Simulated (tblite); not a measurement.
Isomers of C3H11AsSi. Method: GFN2-xTB as coded in tblite; computed harmonic values from a numerical Hessian at the method's own geometry, unscaled. This tight-binding method is rough: wavenumbers can miss measured ones by several per cent, in bad cases by 10 to 20. Modes of hydrogen on arsenic and silicon can be 10 to 20 % off. One conformer each.

Electronic energies: GFN2-xTB at the same geometries; isomer energies are rough at this level and their order can be wrong.

| SMILES | electronic energy, lowest = 0 (kJ/mol) |
| --- | --- |
| CC(C)[SiH2][AsH2] | 0.3 |
| CC(C)[AsH][SiH3] | 4.4 |
| CC[SiH2][AsH]C | 22.9 |
| CCC[SiH2][AsH2] | 3.0 |
| CCC[AsH][SiH3] | 0.0 |

Task: How do GFN2-xTB zero-point energies change the relative energies?

Result: 
| SMILES | ZPE (kJ/mol) | of it from modes above 1550 cm⁻¹ | electronic (kJ/mol) | with ZPE, lowest = 0 (kJ/mol) | lowest mode (cm⁻¹) | rings |
| --- | --- | --- | --- | --- | --- | --- |
| CCC[AsH][SiH3] | 323.9 | 174.5 | 0.0 | 0.0 | 40 | 0 |
| CC(C)[SiH2][AsH2] | 324.2 | 174.0 | 0.3 | 0.6 | 45 | 0 |
| CCC[SiH2][AsH2] | 325.2 | 173.5 | 3.0 | 4.2 | 55 | 0 |
| CC(C)[AsH][SiH3] | 323.5 | 175.0 | 4.4 | 4.0 | 54 | 0 |
| CC[SiH2][AsH]C | 327.0 | 179.9 | 22.9 | 26.0 | 29 | 0 |

The zero-point energies span 3.5 kJ/mol, from `CC(C)[AsH][SiH3]` to `CC[SiH2][AsH]C`. The lowest isomer stays, but the order above it changes.

Task: What do entropy and thermal enthalpy add at 298.15 K and 1 bar (rigid rotor, harmonic oscillator, one conformer each)?

Result: 
| SMILES | point group | symmetry number | S (J/(mol K)) | H − H(0) (kJ/mol) | ZPE + H − H(0) − TS (kJ/mol) |
| --- | --- | --- | --- | --- | --- |
| CCC[AsH][SiH3] | C1 | 1 | 394.6 | 26.24 | 232.5 |
| CC(C)[SiH2][AsH2] | C1 | 1 | 392.8 | 26.27 | 233.4 |
| CCC[SiH2][AsH2] | C1 | 1 | 390.4 | 25.79 | 234.6 |
| CC(C)[AsH][SiH3] | C1 | 1 | 391.1 | 26.50 | 233.4 |
| CC[SiH2][AsH]C | C1 | 1 | 406.5 | 27.27 | 233.1 |
